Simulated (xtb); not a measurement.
N-silylprop-2-yn-1-amine (C₃H₇NSi), SMILES C#CCN[SiH3]. All values are semi-empirical tight-binding results from xtb (GFN2-xTB unless named), good for trends rather than for accurate numbers. Coordinates come from a GFN2-xTB optimisation. One conformer was computed; it need not be the lowest.

Computed properties:
| Item | Result |
|---|---|
| orbital gap | 5.32 eV |
| dipole moment | 0.74 D |
| zero-point energy | 53.8 kcal/mol |
| G − E(el) at 298.15 K (modified RRHO) | 34.4 kcal/mol |
| static polarisability (D4 model) | 72.3 bohr³ |
| solvation energy, GFN2-xTB/ALPB(water) | -1.3 kcal/mol |
| solvation energy, GFN2-xTB/ALPB(dmf) | -5.5 kcal/mol |
